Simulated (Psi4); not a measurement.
C$_{4}$H$_{10}$S, triplet, at the geometry of the source list (a higher spin typed on purpose: for a closed-shell molecule this is an excited state); CCSD(T)/STO-3G (Psi4 1.11).

Here is a job for Psi4.
```
memory 2 GB

molecule {
0 3
C     2.56440000   -0.11540000    0.11420000
C     1.11170000    0.17840000   -0.20530000
S     0.05090000   -0.28100000    1.21340000
C    -1.54800000    0.38980000    0.64800000
C    -2.16230000   -0.41070000   -0.48500000
H     2.88150000    0.44890000    0.98760000
H     3.19280000    0.15800000   -0.73070000
H     2.69680000   -1.17380000    0.32360000
H     0.95740000    1.24240000   -0.39360000
H     0.78340000   -0.39760000   -1.07100000
H    -1.38760000    1.43110000    0.36450000
H    -2.18300000    0.35660000    1.53280000
H    -2.26390000   -1.45350000   -0.19480000
H    -1.54650000   -0.35710000   -1.37980000
H    -3.14760000   -0.01590000   -0.72410000
}

set {
  basis sto-3g
  reference uhf
}

energy('ccsd(t)')
print_variables()
```

It wrote (shortened):

```
   => Loading Basis Set <=

    Name: STO-3G
    Role: ORBITAL
    Keyword: BASIS

         ---------------------------------------------------------
                                   SCF
               by Justin Turney, Rob Parrish, Andy Simmonett
                          and Daniel G. A. Smith
                              UHF Reference
         ---------------------------------------------------------

  ==> Geometry <==

    Molecular point group: c1
    Full point group: C1

    Geometry (in Angstrom), charge = 0, multiplicity = 3:

       Center              X                  Y                   Z               Mass
    ------------   -----------------  -----------------  -----------------  -----------------
         C            2.551072476846    -0.023918027500    -0.311807941410    12.000000000000
         C            1.098372476846     0.269881972500    -0.631307941410    12.000000000000
         S            0.037572476846    -0.189518027500     0.787392058590    31.972071174400
         C           -1.561327523154     0.481281972500     0.221992058590    12.000000000000
         C           -2.175627523154    -0.319218027500    -0.911007941410    12.000000000000
         H            2.868172476846     0.540381972500     0.561592058590     1.007825032230
         H            3.179472476846     0.249481972500    -1.156707941410     1.007825032230
         H            2.683472476846    -1.082318027500    -0.102407941410     1.007825032230
         H            0.944072476846     1.333881972500    -0.819607941410     1.007825032230
         H            0.770072476846    -0.306118027500    -1.497007941410     1.007825032230
         H           -1.400927523154     1.522581972500    -0.061507941410     1.007825032230
         H           -2.196327523154     0.448081972500     1.106792058590     1.007825032230
         H           -2.277227523154    -1.362018027500    -0.620807941410     1.007825032230
         H           -1.559827523154    -0.265618027500    -1.805807941410     1.007825032230
         H           -3.160927523154     0.075581972500    -1.150107941410     1.007825032230

  Running in c1 symmetry.

  Rotational constants: A =      0.27632  B =      0.06895  C =      0.06070 [cm^-1]
  Rotational constants: A =   8283.84236  B =   2067.02336  C =   1819.71717 [MHz]
  Nuclear repulsion =  236.329578567458043

  Charge       = 0
  Multiplicity = 3
  Electrons    = 50
  Nalpha       = 26
  Nbeta        = 24

  ==> Algorithm <==

[...]
  @UHF Final Energy:  -548.36278954631064
    Total Energy =                       -548.3627895463106370
[...]
     25  16   0   2         0.0278581074
     24  13   0   0        -0.0251900032
     22  22   0   2        -0.0246497892
     18  19   6   8         0.0217445201

    SCF energy       (wfn)                    = -548.362789546310637
    Reference energy (file100)                = -548.362789546311433

    Opposite-spin MP2 correlation energy      =   -0.203412764356340
    Same-spin MP2 correlation energy          =   -0.025167003912771
    Singles MP2 correlation energy            =   -0.000000000000000
    MP2 correlation energy                    =   -0.228579768269111
      * MP2 total energy                      = -548.591369314580561

    Opposite-spin CCSD correlation energy     =   -0.285682899817105
    Same-spin CCSD correlation energy         =   -0.020723186426658
    Singles CCSD correlation energy           =    0.000000000000000
    CCSD correlation energy                   =   -0.306406086243763
      * CCSD total energy                     = -548.669195632555216

            **************************
            *                        *
            *        CCTRIPLES       *
            *                        *
            **************************

    Wave function   =    CCSD_T
    Reference wfn   =      UHF

    Nuclear Rep. energy (wfn)                =  236.329578567458043
    SCF energy          (wfn)                = -548.362789546310637
    Reference energy    (file100)            = -548.362789546311433
    CCSD energy         (file100)            =   -0.306406086243763
    Total CCSD energy   (file100)            = -548.669195632555216

    Number of ijk index combinations:
    Spin Case AAA:                                2600
    Spin Case BBB:                                2024
    Spin Case AAB:                                7800
    Spin Case ABB:                                7176
    AAA (T) energy                             =   -0.000024899469593
    BBB (T) energy                             =   -0.000033576136696
    AAB (T) energy                             =   -0.000971367302715
    ABB (T) energy                             =   -0.001372020226104
    (T) energy                                   =   -0.002401863135108
      * CCSD(T) total energy                     = -548.671597495690321

  Variable Map:
  ----------------------------------------------------------------------------
[...]
  Array Variable Map:
  ----------------------------------------------------------------------------
[...]
[...]
```
